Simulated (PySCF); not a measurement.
C3H9NSi2, SMILES N[C@H]([SiH2][SiH3])C#C. Heavy atoms are numbered as in [CH:1]#[C:2][C@H:3]([NH2:4])[SiH2:5][SiH3:6]. Hydrogens are named by the atom that carries them.

Geometry: B3LYP-D3(BJ)/def2-SVP. The structure was generated by enumeration; whether it is a known compound was not checked. Other conformers were not sampled.

The numbers are results of PySCF with HF/pcSseg-1, not measurements.

GIAO shieldings, no solvent; atoms alike by connectivity are averaged. δ = σ(ref) − σ: ¹³C against TMS (σ = 192.6 ppm); ¹⁵N against NH3 (σ = 267.3 ppm); ²⁹Si against TMS (σ = 393.8 ppm); ¹H against TMS (σ = 31.99 ppm), references at their B3LYP-D3(BJ)/def2-TZVP geometries, non-relativistic.

```csv
nucleus,atoms,count,δ (ppm)
¹³C,C1 (CH),1,86.3
¹³C,C2,1,86.0
¹³C,C3 (CH),1,25.8
¹⁵N,N4 (NH2),1,36.4
²⁹Si,Si5 (SiH2),1,-42.1
²⁹Si,Si6 (SiH3),1,-94.7
¹H,H on Si5,2,3.84
¹H,H on Si6,3,3.59
¹H,H on C1,1,3.19
¹H,H on C3,1,3.00
¹H,H on N4,2,0.77
```
